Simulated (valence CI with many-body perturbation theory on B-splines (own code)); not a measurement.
**Level structure of V⁹⁺**

Calculated by configuration interaction combined with many-body perturbation theory (CI+MBPT): four valence electrons over a frozen Dirac-Fock core [Ne], radial functions for each j: 11 s, 11 p, 10 d, 8 f, 5 g, 2 h, with the one-electron correlation potential Σ1 (screened to all orders), the two-electron term Σ2, the three-electron term Σ3, Breit, model QED; selected single and double excitations, second order for the rest, scaled by the run's own slope (own B-spline code, finite nucleus).

No measured levels were compared; by estimate levels of excited configurations hold to 0.05 to 0.15 % of their energy, terms of the ground configuration to about 0.5 %. Among the levels kept, up to 630 cm⁻¹ of a level comes from second order outside the variational space, and about a tenth of that is noise between levels of different J, which matters for small intervals.

Levels 91 to 135 of 170, with energies above the lowest level, 3s2 3p2 3P_0. "Leading %" is the weight of the configuration and term that name the level; weights of strongly mixed levels are sums over their largest components and can fall short. In the jj column 3d3/2^4 stands for four electrons in 3d with j = 3/2. Lifetimes count E1, E2, E3, M1 and M2 decay at the calculated energies, and are blank where another channel may lead or the interval is too uncertain; long ones can be off by a factor of two.

```csv
No.,Configuration,Term,J,E (eV),Leading %,Leading jj,g,Lifetime
91,3s 3p2 3d,1D,2,93.89,80,3s 3p3/2^2 3d5/2 (28 %),0.971,12.2 ps
92,3p3 3d,1S°,0,96.12,73,3p1/2 3p3/2^2 3d5/2 (43 %),,875 ps
93,3s2 3d2,1G,4,96.23,80,3s^2 3d3/2 3d5/2 (63 %),1.000,26.5 ps
94,3s2 3d2,3P,0,96.54,76,3s^2 3d3/2^2 (47 %),,12.3 ps
95,3s2 3d2,3P,1,96.57,76,3s^2 3d3/2 3d5/2 (76 %),1.501,12.3 ps
96,3s2 3d2,3P,2,96.63,76,3s^2 3d3/2 3d5/2 (42 %),1.497,12.4 ps
97,3p3 3d,3F°,2,96.94,70,3p1/2^2 3p3/2 3d3/2 (32 %),0.701,215 ps
98,3p3 3d,3F°,3,97.14,67,3p1/2 3p3/2^2 3d3/2 (23 %),1.115,185 ps
99,3s2 3d2,1D,2,97.28,63,3s^2 3d5/2^2 (36 %),1.003,12.2 ps
100,3p3 3d,3F°,4,97.45,70,3p1/2 3p3/2^2 3d5/2 (61 %),1.264,183 ps
101,3p3 3d,3D°,2,97.64,72,3p1/2 3p3/2^2 3d3/2 (50 %),1.142,113 ps
102,3p3 3d,3D°,3,97.67,69,3p1/2 3p3/2^2 3d5/2 (36 %),1.312,110 ps
103,3p3 3d,3D°,1,97.70,78,3p1/2 3p3/2^2 3d3/2 (40 %),0.508,114 ps
104,3p3 3d,5D°,0,98.12,98,3p1/2 3p3/2^2 3d3/2 (55 %),,40.3 ps
105,3p3 3d,5D°,1,98.14,97,3p1/2 3p3/2^2 3d3/2 (42 %),1.491,40.6 ps
106,3p3 3d,5D°,2,98.18,96,3p1/2 3p3/2^2 3d3/2 (38 %),1.490,41.1 ps
107,3p3 3d,5D°,3,98.26,93,3p1/2 3p3/2^2 3d5/2 (50 %),1.486,42.3 ps
108,3p3 3d,5D°,4,98.31,92,3p1/2 3p3/2^2 3d5/2 (49 %),1.483,42.9 ps
109,3p3 3d,3G°,3,99.83,74,3p1/2 3p3/2^2 3d3/2 (31 %),0.753,200 ps
110,3p3 3d,3G°,4,99.93,74,3p1/2 3p3/2^2 3d3/2 (34 %),1.052,200 ps
111,3p3 3d,3G°,5,100.07,75,3p1/2 3p3/2^2 3d5/2 (75 %),1.200,201 ps
112,3p3 3d,1D°,2,102.23,69,3p1/2 3p3/2^2 3d5/2 (23 %),1.002,120 ps
113,3p3 3d,1G°,4,102.83,88,3p1/2 3p3/2^2 3d3/2 (38 %),1.005,109 ps
114,3s2 3d2,1S,0,103.51,75,3s^2 3d5/2^2 (46 %),,11.3 ps
115,3s 3p 3d2,5G°,2,104.53,99,3s 3p1/2 3d3/2^2 (52 %),0.333,122 ps
116,3s 3p 3d2,5G°,3,104.70,99,3s 3p1/2 3d3/2 3d5/2 (45 %),0.917,122 ps
117,3s 3p 3d2,5G°,4,104.93,99,3s 3p1/2 3d3/2 3d5/2 (39 %),1.150,122 ps
118,3p3 3d,1P°,1,105.03,48,3p1/2^2 3p3/2 3d3/2 (40 %),0.847,33.6 ps
119,3s 3p 3d2,5G°,5,105.23,99,3s 3p3/2 3d3/2 3d5/2 (56 %),1.267,122 ps
120,3p3 3d,3P°,1,105.38,36,3p1/2^2 3p3/2 3d5/2 (40 %),1.265,54.0 ps
121,3p3 3d,3P°,0,105.39,72,3p1/2^2 3p3/2 3d3/2 (38 %),,62.8 ps
122,3s 3p 3d2,5G°,6,105.60,99,3s 3p3/2 3d5/2^2 (79 %),1.333,123 ps
123,3p3 3d,3D°,2,105.68,57,3p1/2 3p3/2^2 3d5/2 (42 %),1.218,53.8 ps
124,3p3 3d,1P°,1,105.74,25,3p1/2 3p3/2^2 3d5/2 (53 %),1.301,32.5 ps
125,3p3 3d,3P°,1,105.98,34,3p1/2 3p3/2^2 3d3/2 (54 %),1.583,29.1 ps
126,3p3 3d,3D°,3,106.20,64,3p3/2^3 3d5/2 (32 %),1.329,72.4 ps
127,3p3 3d,3P°,2,106.25,59,3p1/2 3p3/2^2 3d5/2 (30 %),1.448,24.3 ps
128,3p3 3d,3F°,3,106.30,78,3p1/2 3p3/2^2 3d5/2 (30 %),1.084,74.1 ps
129,3p3 3d,3F°,2,106.33,78,3p1/2 3p3/2^2 3d3/2 (56 %),0.667,74.1 ps
130,3p3 3d,3F°,4,106.35,78,3p3/2^3 3d5/2 (47 %),1.245,74.6 ps
131,3p3 3d,3P°,2,106.55,80,3p1/2 3p3/2^2 3d5/2 (35 %),1.497,50.9 ps
132,3s2 3p 4s,3P°,0,107.01,80,3s^2 3p1/2 4s (80 %),,14.2 ps
133,3p3 3d,3P°,1,107.09,61,3p3/2^3 3d5/2 (24 %),1.497,20.6 ps
134,3s2 3p 4s,3P°,1,107.25,71,3s^2 3p1/2 4s (75 %),1.447,13.2 ps
135,3p3 3d,3P°,0,107.25,68,3p3/2^3 3d3/2 (47 %),,18.8 ps
```

Names give the largest LS component (configuration and term), which can be under half, so a name can repeat, a term be missing and a line seem to break the LS rules; names also repeat where a configuration has a term twice.

Where two levels of one J and parity lie close, their mixing, g and order are uncertain.
